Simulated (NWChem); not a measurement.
C$_{2}$H$_{6}$Al, doublet; SMILES [CH3][Al][CH3]

```xyz
9

Al     0.0000     0.0000     0.6913
C      1.6932     0.0008    -0.3274
H      1.7345    -0.8871    -0.9840
H      2.5976     0.0026     0.2989
H      1.7324     0.8870    -0.9864
C     -1.6932    -0.0008    -0.3274
H     -1.7324    -0.8870    -0.9864
H     -1.7345     0.8871    -0.9840
H     -2.5976    -0.0026     0.2989
```
Atoms are numbered in this order, from 1.

Level: PBE0/def2-SVP, spin-unrestricted (NWChem), optimised geometry, unscaled harmonic frequencies. In the optimisation the excess spin sits in a (C2, its own frame). The spin multiplicity was typed, not searched, and may not be the lowest.

```tsv
frequency (cm⁻¹)	IR intensity (km/mol)
39	0.0
64	0.1
167	3.1
513	0.0
534	0.0
558	13.4
566	3.4
671	62.5
739	90.6
1179	17.7
1187	9.0
1404	5.1
1411	1.7
1415	0.0
1427	13.6
3029	5.6
3031	5.2
3122	0.0
3124	11.8
3163	2.5
3163	3.8
```

- zero-point energy = 43.6 kcal/mol
- thermal correction to the enthalpy at 298.15 K (with zero-point energy) = 48.1 kcal/mol
- heat capacity Cv = 18.9 cal/(mol K)
- entropy at 298.15 K and 1 atm (symmetry number 2, electronic part: spin degeneracy alone) = 77.1 cal/(mol K)
- dipole moment = 0.44 D

Rigid rotor and harmonic oscillator; modes under 100 cm⁻¹ make the entropy uncertain.
